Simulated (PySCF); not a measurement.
Optical rotation: SMILES F[C@H]1C[Si@@H]1Br, C2H4BrFSi

Molfile (atoms numbered from 1):
```
C2H4BrFSi
     RDKit          3D

  9  9  0  0  0  0  0  0  0  0999 V2000
   -0.9547    1.1322    1.4727 F   0  0  0  0  0  0  0  0  0  0  0  0
   -0.4714    0.0212    0.8320 C   0  0  1  0  0  0  0  0  0  0  0  0
   -0.7118    0.0026   -0.6905 C   0  0  0  0  0  0  0  0  0  0  0  0
    1.0981    0.1454   -0.2118 Si  0  0  2  0  0  4  0  0  0  0  0  0
    2.2735   -1.7252   -0.3335 Br  0  0  0  0  0  0  0  0  0  0  0  0
   -0.7656   -0.8585    1.3970 H   0  0  0  0  0  0  0  0  0  0  0  0
   -1.1298   -0.9120   -1.0898 H   0  0  0  0  0  0  0  0  0  0  0  0
   -1.2323    0.8735   -1.0640 H   0  0  0  0  0  0  0  0  0  0  0  0
    1.9075    1.3266   -0.3371 H   0  0  0  0  0  0  0  0  0  0  0  0
  1  2  1  0
  2  3  1  0
  3  4  1  0
  4  5  1  0
  4  2  1  0
  2  6  1  1
  3  7  1  0
  3  8  1  0
  4  9  1  1
M  END
```

Method: TDDFT B3LYP/def2-SVPD circular dichroism and optical rotation, one conformer, gas phase in PySCF 2.14.0. Geometry: GFN2-xTB.

The calculation is non-relativistic, which matters for the atoms heavier than Zn. States above about 7.0 eV (minus the energy of the highest occupied orbital) lie near or above the ionisation threshold and depend on the basis.

Stereocentres: C2 R, Si4 S.

Question: What is the specific rotation at 633, 589.3, 546, 436, 405, 365, 355 nm?

Answer: [α] in deg dm⁻¹ (g/mL)⁻¹:
```tsv
λ (nm)	origin-invariant length gauge	modified velocity gauge	length gauge (centre of mass)	isotropic polarisability (au)
633	+22.3	+28.5	+23.4	74.9
589.3	+26.4	+33.7	+27.8	75.3
546	+31.8	+40.5	+33.5	75.7
436	+57.2	+72.0	+60.3	77.7
405	+70.4	+88.3	+74.2	78.6
365	+95.4	+118.9	+100.6	80.2
355	+103.6	+129.0	+109.3	80.7
```

Question: And for the mirror image at 589.3 nm?

Answer: -26.4 deg dm⁻¹ (g/mL)⁻¹ (origin-invariant length gauge): the same size and the opposite sign.

Question: What is the molar rotation [Φ] = [α]·M/100 of the geometry above at 589.3 nm?

Answer: With M = 155.04 g/mol, +41.0 deg cm² dmol⁻¹ (origin-invariant length gauge).

The first excitation lies at 5.16 eV (240 nm) with R = -6.2 × 10⁻⁴⁰ esu² cm² (velocity form).
